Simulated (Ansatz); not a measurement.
**Ligand exchange: SiH2F2 + Si3H8O2 → SiH(SiH3)F2 + SiH(OH)2(SiH3)**

Species: SiH2F2 `F[SiH2]F`, singlet; Si3H8O2 `O[SiH]([SiH3])O[SiH3]`, singlet; SiH(SiH3)F2, singlet; SiH(OH)2(SiH3), singlet. The partners trade H for SiH3: Si–H and O–SiH3 bonds give way to Si–SiH3 and O–H.

Shapes, held fixed at every level: PBE0-D4/def2-TZVP. Flexible molecules stand in one conformer, not always the lowest. Programs: Ansatz 0.2.0. The zero-point and thermal change to 298 K, harmonic and unscaled (PBE0-D4/def2-TZVP), is +2.2 kJ/mol.

(1) Estimate ΔH(298 K) of this reaction.

Answers

(1) The highest level, CCSD(T)/CBS estimate, gives ΔH(298 K) = +115.8 kJ/mol; the levels span +85.9 to +138.2. The column of differences is taken from that level and isn't an error. No measured value is set beside it here. The CBS estimate extrapolates MP2 from def2-TZVPP and def2-QZVPP and adds CCSD(T) − MP2 in the triple-zeta set, cores frozen.

| level | kind | ΔH(298 K) (kJ/mol) | less CCSD(T)/CBS estimate |
| --- | --- | --- | --- |
| HF/def2-TZVPP | Hartree–Fock | +138.2 | +22.4 |
| PBE-D4/def2-TZVPP | GGA | +85.9 | -29.9 |
| B3LYP-D4/def2-TZVPP | global hybrid | +113.3 | -2.5 |
| PBE0-D4/def2-TZVPP | global hybrid | +96.3 | -19.5 |
| wB97M-V/def2-TZVPP | range-separated hybrid | +114.9 | -0.9 |
| CCSD/def2-SVP | coupled cluster or CI | +113.6 | -2.2 |
| CCSD/def2-TZVPP | coupled cluster or CI | +118.9 | +3.1 |
| CCSD(T)/CBS estimate | coupled cluster or CI | +115.8 | 0.0 |
